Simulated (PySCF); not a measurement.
## SMILES N[C@@H]1CCOC[C@@H]1F, C5H10FNO

Geometry:
```csv
atom,x (Å),y (Å),z (Å)
N1,1.685,0.047,-0.553
C2,0.832,0.122,0.616
C3,-0.006,-1.151,0.751
C4,-1.000,-1.268,-0.394
O5,-1.828,-0.131,-0.464
C6,-1.101,1.044,-0.699
C7,-0.127,1.293,0.441
F8,0.591,2.444,0.182
H9,2.159,0.939,-0.685
H10,2.405,-0.659,-0.427
H11,1.393,0.288,1.560
H12,0.653,-2.035,0.779
H13,-0.554,-1.128,1.707
H14,-0.456,-1.404,-1.348
H15,-1.666,-2.131,-0.249
H16,-1.821,1.873,-0.769
H17,-0.533,0.988,-1.646
H18,-0.691,1.445,1.378
```

Computed, not measured: PySCF 2.14.0, TDDFT CAM-B3LYP/def2-SVPD circular dichroism and optical rotation, one conformer, gas phase. Geometry: PBE0-D3(BJ)/def2-SVP.

The molecule is flexible and this is one conformer; a measurement averages over conformers.

Stereocentres: C2 R, C7 R.

(1) What is the specific rotation at 633, 589.3, 546, 436, 405, 365, 355 nm?

(2) And for the mirror image at 589.3 nm?

(3) What is the molar rotation [Φ] = [α]·M/100 of the geometry above at 589.3 nm?

Results:

(1) [α] in deg dm⁻¹ (g/mL)⁻¹:
| λ (nm) | origin-invariant length gauge | modified velocity gauge | length gauge (centre of mass) | isotropic polarisability (au) |
| --- | --- | --- | --- | --- |
| 633 | -22.8 | -24.4 | -21.1 | 71.5 |
| 589.3 | -26.8 | -28.5 | -24.8 | 71.7 |
| 546 | -31.9 | -33.9 | -29.6 | 71.9 |
| 436 | -54.8 | -57.8 | -51.0 | 72.9 |
| 405 | -66.3 | -69.6 | -61.8 | 73.3 |
| 365 | -87.9 | -91.7 | -82.2 | 74.1 |
| 355 | -95.1 | -99.0 | -89.0 | 74.3 |

(2) +26.8 deg dm⁻¹ (g/mL)⁻¹ (origin-invariant length gauge): the same size and the opposite sign.

(3) With M = 119.14 g/mol, -31.9 deg cm² dmol⁻¹ (origin-invariant length gauge).

The first excitation lies at 6.51 eV (191 nm) with R = +0.3 × 10⁻⁴⁰ esu² cm² (velocity form).
